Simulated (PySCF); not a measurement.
**Stationary points of WO2F2**

Level of theory: PBE0 in PySCF with W def2-SVP with ECP60, O def2-SVP, F def2-SVP; scalar-relativistic core potentials, no spin–orbit coupling; density-fitted integrals.

Relaxations began from a few typed shapes. The search is not exhaustive: other isomers or separated fragments can lie lower, and high-lying points may rest on an excited occupation.

```csv
spin,group,bonds,angles,imaginary modes (cm⁻¹),ΔE (kJ/mol),ΔE with ZPE (kJ/mol)
singlet,C2v,"W–F 1.858 Å (×2), W–O 1.692 Å (×2)","F–W–F 115.7°, F–W–O 108.7° (×4), O–W–O 105.9°",none,0.0,0.0
singlet,C2v,"W–F 1.937 Å (×2), W–O 1.704 Å (×2)","F–W–F 78.6°, F–W–O 90.6° (×2), F–W–O 169.2° (×2), O–W–O 100.2°","303i, 193i",416.0,–
singlet,D2h,"W–F 1.865 Å (×2), W–O 1.766 Å (×2)","F–W–F 180.0°, F–W–O 90.0° (×4), O–W–O 180.0°","613i, 178i, 164i",580.3,–
```

The lowest minimum found is the singlet C2v: W–F 1.858 Å (×2), W–O 1.692 Å (×2); F–W–F 115.7°, F–W–O 108.7° (×4), O–W–O 105.9°.

Formally W is in oxidation state +6, d0. The polar-tensor charge on W, 2.60, is far below the formal one.

For the lowest minimum: spin–orbit coupling, left out here, can matter for elements this heavy.
